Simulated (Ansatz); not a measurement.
`[NH2][Ga]([Cl])[Br]` + H₂S → `[NH2][Ga]([SH])[Cl]` + HBr at 700 K and 1 bar (ligand exchange at a Ga–Br bond).

Computed with Ansatz on PBE0-D4/def2-TZVP structures; ΔE is electronic, products minus reactants. CBS: MP2 limit from def2 TZ/QZ plus the TZ coupled-cluster correction, frozen cores. This one scheme is used for every species. For Br, Ga outer-core shells are correlated without core-valence functions, which leaves a few kJ/mol of doubt a bond. Scalar relativity is left out up to krypton. Each species was taken in one conformer, which may not be the lowest.

| species | CCSD(T)/CBS energy (Eh) | H − E (kJ/mol) | S (J/(mol·K)) |
| --- | --- | --- | --- |
| `[NH2][Ga]([Cl])[Br]` | -5013.08446 | 133.0 | 451.9 |
| H₂S | -398.97279 | 64.8 | 236.9 |
| `[NH2][Ga]([SH])[Cl]` | -2838.12422 | 162.2 | 456.4 |
| HBr | -2573.91920 | 36.5 | 223.7 |

H − E and S are ideal-gas, rigid-rotor, harmonic terms from PBE0-D4/def2-TZVP, for one conformer and one mirror image of each species. 1 Eh = 2625.50 kJ/mol, R = 8.31446 J/(mol·K).

Question: By hand: ΔE, ΔH, ΔS and ΔG.

Answer: ΔE = (-2838.12422) + (-2573.91920) − (-5013.08446) − (-398.97279) = 0.01383 Eh = 36.3 kJ/mol. Δ(H − E) = 162.2 + 36.5 − 133.0 − 64.8 = 0.9, so ΔH = 37.2 kJ/mol. ΔS = 456.4 + 223.7 − 451.9 − 236.9 = -8.7 J/(mol·K). ΔG = 37.2 − 700 × (-8.7)/1000 = 43.3 kJ/mol.

Question: By hand: the equilibrium constant, and the temperature at which ΔG would vanish if ΔH and ΔS stayed fixed.

Answer: log₁₀ K = −ΔG/(RT ln 10) = -3.2. ΔH and −TΔS have one sign here, so there is no such temperature.

The number of gas molecules stays the same, so ΔS is small and ΔH decides. A doubt of 5 kJ/mol in ΔE shifts log₁₀ K by 0.4 here. Other conformers and mirror images would add mixing entropy, several J/(mol·K) or more a flexible species. Modes under 60 cm⁻¹, often nearly free rotors, make the harmonic entropy too high. These are equilibria of isolated gas molecules and say nothing of rates. Largest T1 diagnostic: 0.012 (customary marks: 0.02 for closed shells, 0.045 for open ones).

ΔS is within the doubt of such terms, so its sign, and with it that verdict, could turn.
